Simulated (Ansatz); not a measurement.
The same path of CH3NOSSi (8 atoms, charge 0, multiplicity 1) was run twice with different band settings. Lost on the way: Si4–H8. Made: N3–H8.

Method: Ansatz, UKS BLYP-D4/STO-3G.

Relaxed end points:

```xyz
8
Properties=species:S:1:pos:R:3
S -0.625 2.250 0.983
C -0.175 0.659 0.290
N -0.492 0.155 -0.950
Si 0.489 -1.318 -0.341
O 0.624 -0.235 1.112
H -1.309 2.608 -0.158
H 1.789 -1.608 -0.945
H -0.209 -2.568 -0.045
```

```xyz
8
Properties=species:S:1:pos:R:3
S -0.663 2.040 0.751
C 0.077 0.440 0.359
N -0.361 -0.565 -0.493
Si 0.945 -1.769 0.253
O 1.220 -0.004 0.960
H -1.675 1.864 -0.168
H 1.912 -1.512 -0.872
H -1.363 -0.551 -0.846
```

Common settings: movable images 5; climbing image yes; spring 5.0 eV/Å²; optimiser quadratic models (default); start path through a guess of the saddle point; force threshold 0.05 eV/Å; end points relaxed.

| run | iteration limit |
| --- | --- |
| 1 | 60 |
| 2 | 10 |

(1) What does each run give, and how far can it be trusted?

Answers

(1) Run 1: converged after 10 iterations, highest image 2.550 eV above the first end. Neighbouring images differ by up to 1.5 eV, so the band resolves the path poorly. A vibrational analysis at the climbing image gives one clearly imaginary mode, 1290i cm⁻¹: a first-order saddle point.
Run 2: converged after 10 iterations, highest image 2.550 eV above the first end. Neighbouring images differ by up to 1.5 eV, so the band resolves the path poorly. Another band between the same ends (5 images) ends at a top of the same energy, where a vibrational analysis finds 1 clearly imaginary mode.
The orbitals were unrestricted but ended closed-shell. Limits of this set-up: minimal basis.
